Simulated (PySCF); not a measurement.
# What a mistake does to a calculation on AlClGeH5N

Calculated results; nothing here was measured. The program is PySCF 2.14.0, an open-source quantum chemistry code, run on an isolated molecule that a program drew, which may never have been made. The molecule is AlClGeH5N (charge 0, singlet), drawn as the SMILES string `[Cl][AlH][NH][GeH3]`.

Each row is a Hartree-Fock (HF) and frozen-core CCSD(T) single point in the cc-pV(D+d)Z basis, meant for a local HF minimum. Run 1 is clean. Each other run has one planted mistake out of seven kinds, and not every kind appears here: one electron removed, one electron added, multiplicity raised by two, geometry at a saddle point, minimal basis STO-3G, one bond length entered in bohr, all coordinates scaled. The reference is restricted for singlets and unrestricted otherwise, and also for a bond in bohr. Adding or removing an electron swaps singlet and doublet. Electrons count all cores. HOMO and LUMO are orbital energies over both spins, the gradient is its largest component, and the lowest frequency (negative if imaginary) is given only where the gradient is small. Bond lengths are over the 8 bonds as drawn. T1 is the CCSD diagnostic: over 0.02 (restricted) or 0.045 (unrestricted) a single reference is doubtful. Germanium has the cc-pVDZ-PP basis, with a core potential (ECP10MDF) in place of its 10 inner electrons, and its 3s, 3p and 3d shells are frozen in CCSD(T).

Geometry of the clean run:
```xyz
9
AlClGeH5N, angstrom
Cl   -1.4126   -2.0120   -0.4818
Al   -0.7710   -0.8954    1.1962
N     0.4020    0.4005    0.9699
Ge    1.2869    1.0882   -0.5033
H    -1.3526   -1.2453    2.6061
H     0.6635    0.8852    1.8147
H     0.9891    2.5873   -0.6281
H     0.7923    0.3430   -1.7389
H     2.7999    0.8999   -0.3377
```

| run | electrons | basis functions | <S^2> | HOMO (eV) | LUMO (eV) | gradient (hartree/bohr) | lowest frequency (cm^-1) | mean bond (Å) | longest bond (Å) | T1 | HF (hartree) | CCSD(T) (hartree) | mistake |
|---|---|---|---|---|---|---|---|---|---|---|---|---|---|
| 1 | 74 | 108 | 0.000 | -10.82 | 2.24 | 1.8e-05 | 30 | 1.6118 | 2.115 | 0.0120 | -1052.27827 | -1052.81150 | no fault |
| 2 | 75 | 108 | 0.768 | 1.27 | 7.20 | 3.6e-02 | - | 1.6118 | 2.115 | 0.0130 | -1052.21318 | -1052.75859 | one electron added |
| 3 | 74 | 108 | 0.847 | -8.68 | 1.37 | 8.9e-03 | - | 1.7824 | 2.898 | 0.0387 | -1052.17546 | -1052.69733 | ? |
| 4 | 73 | 108 | 0.759 | -14.93 | -9.15 | 6.1e-02 | - | 1.6118 | 2.115 | 0.0586 | -1051.88841 | -1052.40482 | ? |

**Which mistake was planted in run 3, and what did it cost?**

The mean bond changes by a factor of 1.106 and the longest by 1.370, so the molecule wasn't scaled as a whole. A length L in bohr read as angstrom grows by (1/0.5292 - 1) L = 0.890 L. The 8 bonds together grew by 8 x 0.1706 = 1.365 Å, which gives L = 1.534 Å. That is the length of one of the Ge-H bonds, 1.534 Å in the clean geometry. So the mistake is: one bond length entered in bohr. Subtracting run 1 and multiplying by 627.51 kcal/mol a hartree, the energy moved by 64.5 kcal/mol in HF and 71.6 kcal/mol in CCSD(T).

**Which mistake was planted in run 4, and what did it cost?**

It counts 73 electrons, one fewer than the clean run, at the same geometry and basis. So the mistake is: one electron removed. Subtracting run 1 and multiplying by 627.51 kcal/mol a hartree, the energy moved by 244.6 kcal/mol in HF and 255.2 kcal/mol in CCSD(T).

Cautions from the logs. Run 2: the HOMO is above zero, so the electron isn't bound and the energy depends on the basis; run 4: T1 is over the limit, so its CCSD(T) energy is less reliable.
